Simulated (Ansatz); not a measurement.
`O[AsH][GeH3]` + NH₃ → `N[AsH]O` + GeH₄  (cleavage of the As–Ge bond)

Program: Ansatz. Geometries: PBE0-D4/def2-TZVP. ΔE: electronic, gas phase. CCSD(T)/CBS is the MP2 limit (def2-TZVPP, def2-QZVPP) plus CCSD(T) − MP2 in def2-TZVPP, frozen cores. This one scheme is used for every species. Functionals use def2-TZVPP. B3LYP here is the variant with VWN-RPA as its local correlation; programs differ in this. For As, Ge outer-core shells are correlated without core-valence functions, which leaves a few kJ/mol of doubt a bond. Scalar relativity is left out up to krypton. Each species was taken in one conformer, which may not be the lowest.

```
          level  ΔE (kJ/mol)
      revPBE-D4         32.7
       B3LYP-D4         31.7
        ωB97M-V         27.0
           BLYP         28.7
          BHLYP         26.8
  CCSD/def2-SVP         23.4
CCSD/def2-TZVPP         27.7
 MP2/def2-QZVPP         28.4
```

(1) What does CCSD(T)/CBS give? (Best estimate.)

Largest T1 diagnostic among the species: 0.012.

Results:

(1) The calculation gave: +30.6 kJ/mol. The listed levels differ from it by 2.1, 1.1, -3.6, -1.9, -3.8, -7.2, -2.9, -2.2 kJ/mol.

At CCSD(T), def2-SVP lies −7.7 kJ/mol from the extrapolated value and def2-TZVPP −3.0 kJ/mol. In def2-TZVPP, CCSD(T) changes the Hartree–Fock value by +6.0 kJ/mol (the triples alone add −0.1 kJ/mol) and MP2 by +5.5 kJ/mol.
